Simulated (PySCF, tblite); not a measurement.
Isomers of C4H9OPSi, one GFN2-xTB conformer each. Single-point energies are computed at PBE0/pcSseg-1 (PySCF, gas phase, no added dispersion term), electronic only.

**Question.** Rank them by PBE0/pcSseg-1 energy, lowest first (kcal/mol).
A. `[CH2:1]=[CH:2][Si@:3]1([PH2:4])[CH2:5][CH2:6][O:7]1` with C1–C2–Si3–P4 0°, C2–Si3–P4–H -160° and -67°
B. `[CH2:1]=[CH:2][P:3]([SiH3:4])[C:5]([CH3:6])=[O:7]` with C1–C2–P3–Si4 -81°, C2–P3–C5–C6 180°
C. `[O:1]=[P@H:2]1[CH2:3][CH:4]=[C:5]([SiH3:6])[CH2:7]1` with O1–P2–C3–C4 150°, P2–C3–C4–C5 -18°, C4–C5–C7–P2 18°, O1–P2–C7–C5 -150°

**Answer.** A (0.0), C (2.5), B (19.0).

As drawn, the lowest has a four-membered ring, an Si–O bond and an Si–C bond, which the highest lacks; the highest has a C=O bond, which the lowest lacks. Neighbours under 2.5 kcal/mol apart (C=C[Si@]1(P)CCO1 and O=[P@H]1CC=C([SiH3])C1) can change places with a better method, another conformer or zero-point energy. GFN2-xTB itself gives, in the same order: 40.0, 0.0, 47.1. GFN2-xTB puts O=[P@H]1CC=C([SiH3])C1 lowest instead; measured from each level's own lowest isomer, the values differ by up to 40.0 kcal/mol (C=C[Si@]1(P)CCO1: 40.0 against 0.0).

**Question.** Which frontier levels, dipoles and rotational constants go with these structures?

**Answer.** 
```json
{"SMILES": "C=C[Si@]1(P)CCO1", "HOMO (eV, PBE0/pcSseg-1)": "-7.26", "LUMO (eV)": "-0.86", "dipole (D)": "2.54", "A, B, C (MHz)": "2249, 1489, 1061"}
{"SMILES": "O=[P@H]1CC=C([SiH3])C1", "HOMO (eV, PBE0/pcSseg-1)": "-7.64", "LUMO (eV)": "-0.59", "dipole (D)": "3.70", "A, B, C (MHz)": "4711, 987.9, 854.8"}
{"SMILES": "C=CP([SiH3])C(C)=O", "HOMO (eV, PBE0/pcSseg-1)": "-6.85", "LUMO (eV)": "-1.09", "dipole (D)": "1.81", "A, B, C (MHz)": "2199, 1460, 1050"}
```

**Question.** What happens when harmonic zero-point energies from GFN2-xTB frequencies are added?

**Answer.** 
```tsv
SMILES	ZPE (kcal/mol)	electronic (kcal/mol)	with ZPE (kcal/mol)
C=C[Si@]1(P)CCO1	74.4	0.0	0.7
O=[P@H]1CC=C([SiH3])C1	71.1	2.5	0.0
C=CP([SiH3])C(C)=O	70.3	19.0	15.6
```

The zero-point energies span 4.1 kcal/mol. O=[P@H]1CC=C([SiH3])C1 becomes the lowest.

**Question.** As an exercise, what shares would exp(−E/RT) give at 2000 K from these electronic energies alone (no entropy, no degeneracies)?

**Answer.** RT = 3.974 kcal/mol: C=C[Si@]1(P)CCO1 64.8 %, O=[P@H]1CC=C([SiH3])C1 34.6 %, C=CP([SiH3])C(C)=O 0.6 %.
